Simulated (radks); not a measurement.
Results of a calculation; reference values are marked as such.
Ionisation of the silicon ion Si+, [Ne] 3s2 3p1, to Si2+, [Ne] 3s2, under several functionals. Dirac Kohn-Sham, spin-unpolarised, spherical densities, finite nucleus; open shells fill j = l - 1/2 first; a radial shooting solver on a logarithmic mesh with Libxc functionals.

\begin{tabular}{lrrrrrr}
functional & E(Si+) (hartree) & Exc (hartree) & IE (eV) & -e(HOMO) (eV) & <r> HOMO (bohr) & IE error (eV) \\ \hline
Wu-Cohen GGA & -289.32365 & -20.18545 & 16.018 & 11.662 & 2.444 & -0.328 \\
revPBE & -289.64552 & -20.51647 & 15.994 & 11.657 & 2.457 & -0.352 \\
exchange-only LDA & -287.52502 & -18.32906 & 14.973 & 10.644 & 2.492 & -1.373 \\
HCTH/407 & -289.71472 & -20.60946 & 16.141 & 11.805 & 2.467 & -0.205 \\
PW91 & -289.68407 & -20.55652 & 16.082 & 11.726 & 2.455 & -0.264 \\
B86b exchange with PBE correlation & -289.68404 & -20.55582 & 16.048 & 11.698 & 2.450 & -0.298 \\
\end{tabular}

NIST Atomic Spectra Database: 16.346 eV (measured). Closest: HCTH/407. The Delta-SCF values span 1.17 eV, the total energies 2.19 hartree. The highest occupied level is 3p1/2. Spin polarisation and multiplet splitting are left out, so open shells lie too high by an amount that depends on their filling.

Beside tabulated values, note that spin-unpolarised runs miss the spin-polarisation part of the exchange energy of open shells.
